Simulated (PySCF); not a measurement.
This PySCF input asks for the NMR shieldings of `NCC[SiH2][Si@@H](F)C[SiH3]`, C3H14FNSi3; the geometry comes from GFN2-xTB.

```python
import basis_set_exchange as bse
import numpy as np
from pyscf import gto, dft
from pyscf.prop import nmr

atoms = """
N    -3.573120    0.473504    0.996188
C    -3.133601   -0.710642    0.277638
C    -1.907051   -0.335009   -0.535214
Si   -0.790298    0.775868    0.541982
Si    1.303534    0.857787   -0.438266
F     2.030932    2.183182    0.159385
C     2.472297   -0.577137    0.006195
Si    4.248789   -0.438559   -0.659742
H    -3.909888    1.171321    0.341625
H    -4.329275    0.256023    1.636085
H    -2.856097   -1.458112    1.025740
H    -3.919707   -1.151406   -0.360484
H    -1.396522   -1.237346   -0.871171
H    -2.214054    0.204624   -1.432550
H    -1.369903    2.120807    0.643308
H    -0.750460    0.203486    1.896162
H     1.405676    1.118270   -1.878899
H     2.517982   -0.659680    1.093448
H     2.037787   -1.513262   -0.345714
H     5.031680   -1.577869   -0.163739
H     4.873078    0.802963   -0.209123
H     4.217810   -0.489428   -2.124489
"""
names = dict.fromkeys(["N", "C", "Si", "F", "H"], "pcSseg-1")
basis = {el: gto.basis.parse(bse.get_basis(n, elements=[el], fmt="nwchem")) for el, n in names.items()}
mol = gto.M(atom=atoms, basis=basis, charge=0, verbose=0)
mf = dft.RKS(mol, xc="PBE0")
mf.grids.level = 2
mf.grids.alignment = dft.numint.BLKSIZE   # the property module wants whole blocks of grid points
mf.conv_tol = 1e-9
mf.kernel()

calc = nmr.RKS(mf)   # GIAO
C = mf.mo_coeff
Co = C[:, mf.mo_occ > 0]
resp = mf.gen_response(singlet=True, hermi=2)
def vind(x):   # induced exchange potential for any number of trial vectors
    d = np.einsum("pi,xij,qj->xpq", C, 2 * x.reshape(-1, C.shape[1], Co.shape[1]), Co, optimize=True)
    return np.einsum("xpq,pi,qj->xij", resp(d - d.transpose(0, 2, 1)), C, Co, optimize=True).ravel()
mo1, _ = nmr.rhf.solve_mo1(calc, with_cphf=vind)
sigma = calc.kernel(mo1)
for i, s in enumerate(sigma):   # ppm
    w = np.linalg.eigvalsh((s + s.T) / 2)
    print("%2d %-2s iso %8.1f  s11 %8.1f  s22 %8.1f  s33 %8.1f" % (i, mol.atom_pure_symbol(i), w.mean(), *w))
```

Q: What are the results?

A: 
```
 0 N  iso    218.7  s11    191.0  s22    225.6  s33    239.4
 1 C  iso    143.5  s11    130.2  s22    143.5  s33    156.9
 2 C  iso    173.9  s11    156.8  s22    169.4  s33    195.5
 3 Si iso    423.5  s11    396.0  s22    423.4  s33    451.1
 4 Si iso    316.7  s11    245.3  s22    314.3  s33    390.6
 5 F  iso    398.3  s11    351.5  s22    393.1  s33    450.3
 6 C  iso    190.6  s11    173.8  s22    195.5  s33    202.5
 7 Si iso    424.0  s11    396.5  s22    409.7  s33    466.0
 8 H  iso     31.6  s11     25.4  s22     29.8  s33     39.5
 9 H  iso     30.5  s11     23.3  s22     26.8  s33     41.4
10 H  iso     29.2  s11     24.9  s22     28.1  s33     34.5
11 H  iso     28.1  s11     22.3  s22     27.1  s33     34.9
12 H  iso     30.9  s11     25.6  s22     30.0  s33     37.3
13 H  iso     30.8  s11     26.3  s22     29.5  s33     36.4
14 H  iso     27.2  s11     22.5  s22     27.5  s33     31.6
15 H  iso     27.8  s11     23.8  s22     27.6  s33     32.1
16 H  iso     26.1  s11     23.8  s22     24.9  s33     29.6
17 H  iso     31.4  s11     26.3  s22     30.3  s33     37.7
18 H  iso     32.3  s11     26.5  s22     31.0  s33     39.4
19 H  iso     27.6  s11     23.8  s22     25.4  s33     33.5
20 H  iso     27.6  s11     23.7  s22     26.5  s33     32.5
21 H  iso     27.7  s11     24.3  s22     26.0  s33     32.9
```

These numbers come from an equivalent density-fitted implementation of the same equations, which agrees with the script to about 0.01 ppm for H and up to a few tenths of a ppm for heavy atoms, so last digits may differ.

Q: Turn these shieldings into chemical shifts. Chemical shifts δ = σref − σ; NH3 for ¹⁵N (267.73 ppm); TMS for ¹³C (186.93 ppm) and ²⁹Si (349.16 ppm) and ¹H (31.72 ppm); ¹⁹F (170.95 ppm) against CFCl3, all at this level.

A: Averaging equivalent atoms: N 0: 49.1; C 1: 43.4; C 2: 13.0; C 6: -3.7; Si 4: 32.4; Si 3: -74.4; Si 7: -74.9; F 5: -227.3; H 16: 5.63; H 14: 4.50; H 19/20/21: 4.10; H 15: 3.87; H 11: 3.64; H 10: 2.53; H 13: 0.96; H 12: 0.77; H 8/9: 0.69; H 17: 0.29; H 18: -0.57 ppm. Unscaled 19F shifts against computed CFCl3 carry errors that often reach 10 to 50 ppm. Experimental scales use liquid or dissolved standards, which lie at an offset from isolated NH3 (liquid NH3: subtract about 20 ppm).

Size and cost of the density-fitted run: 227 basis functions, 51 s wall time on 1 thread of an Arm Neoverse V1, shared host; peak memory 0.96 GiB.
